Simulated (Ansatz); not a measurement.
`[F][Al][O][SiH3]`, charge 0, multiplicity 2.

Question: Give a relaxed structure at PBE0-D4/def2-TZVP (Ansatz 0.2.0). (An estimate is asked.)

Answer: Ansatz gave: 
Cartesian coordinates in Å:
```
F 0.0405 1.5247 2.9526
Al 0.6893 0.2690 2.0991
O 0.2142 -0.0071 0.5161
Si -0.1509 -0.3629 -1.0316
H 0.9999 -1.0414 -1.6841
H -1.3305 -1.2658 -1.0743
H -0.4626 0.8835 -1.7778
```
